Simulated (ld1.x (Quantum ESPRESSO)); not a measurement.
Sm (Z = 62): excitation energies, all-electron against ultrasoft

samarium (Sm), ultrasoft, made with ld1.x (Quantum ESPRESSO) 7.5 (BLYP, scalar-relativistic). Core [Kr] 4d10, reference 4f6 5s2 5p6 5d1 6s1 6p0. Waves: 5s (bound): rcut 1.80, rcutus 1.95 bohr; 6s (bound): rcut 1.80, rcutus 1.95 bohr; 5p (bound): rcut 2.20, rcutus 2.70 bohr; 6p (bound, empty): rcut 2.20, rcutus 2.70 bohr; 5d (bound): rcut 2.65, rcutus 3.45 bohr; 5d channel at 0.6 Ry: rcut 2.65, rcutus 3.45 bohr; 4f (bound): rcut 1.15, rcutus 1.50 bohr; 4f channel at 3.45 Ry: rcut 1.15, rcutus 1.50 bohr. Local part: all-electron potential smoothed inside 2.80 bohr (lloc = -2). Core correction: none. Augmentation charge: PSQ, inside the norm-conserving radii.

Energies are relative to the spin-unpolarised reference configuration 4f6 5s2 5p6 5d1 6s1 6p0; without spin polarisation the order of configurations can differ from experiment. The frozen-core shift is the all-electron ΔE with the core orbitals held at their reference shape minus the fully relaxed ΔE.

| valence configuration | charge | ΔE all-electron (eV) | error AE − PS (meV) | frozen-core shift (meV) |
| --- | --- | --- | --- | --- |
| 4f6 5s2 5p6 5d0 6s2 6p0 | 0 | -2.030 | -5.4 | -0.4 |
| 4f6 5s2 5p6 5d0 6s0 6p0 | +2 | 15.067 | -12 | +7.8 |
| 4f5 5s2 5p6 5d0 6s0 6p0 | +3 | 38.750 | +119 | +52 |
| 4f6 5s2 5p6 5d0 6s0 6p1 | +1 | 7.078 | +12 | +4.1 |
| 4f6 5s2 5p6 5d0.5 6s1.5 6p0 | 0 | -1.042 | -0.9 | -0.3 |

(1) What are ΔE and the potential's error for 4f6 5s2 5p6 5d0 6s1 6p0?

(2) What are ΔE and the potential's error for 4f6 5s2 5p6 5d0 6s0 6p2?

Levels in the configuration 4f6 5s2 5p6 5d0 6s2 6p0:

```tsv
level	all-electron (eV)	pseudo (eV)
4f	-2.241	-2.163
5s	-43.029	-43.039
5p	-22.977	-22.994
6s	-3.449	-3.451
```

Results:

(1) ΔE = 3.859 eV all-electron; the error (AE − PS) is -8.8 meV.

(2) ΔE = 3.168 eV all-electron; the error (AE − PS) is +11 meV.

ld1.x printed “convergence not achieved” for 5 of the counted tests; their residual had stalled under 1e-8, short of the target of 1e-14. A variational frozen-core shift is positive and of second order in the change. This column holds negative values, so the frozen-core run of ld1.x carries numerical noise or an error of first order here, and the column gives no more than the rough size of the effect.
